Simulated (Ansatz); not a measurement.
The same ligand exchange along the group B, Al, Ga, In.

Program: Ansatz. Geometries: PBE0-D4/def2-TZVP. ΔE: electronic, gas phase. CCSD(T)/CBS adds triple-zeta CCSD(T) − MP2 to the extrapolated MP2 energy (def2 sets, frozen cores). This one scheme is used for every species. Functionals use def2-TZVPP. B3LYP here is the variant with VWN-RPA as its local correlation; programs differ in this. def2 core potentials past Kr. For Br, Ga, In outer-core shells are correlated without core-valence functions, which leaves a few kJ/mol of doubt a bond. Scalar relativity is left out up to krypton. Each species was taken in one conformer, which may not be the lowest.

```
                                               reaction  B3LYP-D4 (kcal/mol)  ωB97X-V (kcal/mol)  CCSD(T)/CBS(def2) (kcal/mol)
                       `OB(S)S` + HBr → `SB(S)Br` + H₂O                 10.3                10.6                           7.8
`[OH][Al]([SH])[SH]` + HBr → `[SH][Al]([SH])[Br]` + H₂O                 -5.8                -6.1                          -7.7
`[OH][Ga]([SH])[SH]` + HBr → `[SH][Ga]([SH])[Br]` + H₂O                -18.3               -17.5                         -18.6
`[OH][In]([SH])[SH]` + HBr → `[SH][In]([SH])[Br]` + H₂O                -26.1               -25.4                         -26.4
```

Largest T1 diagnostic: 0.015, for `[OH][In]([SH])[SH]`.
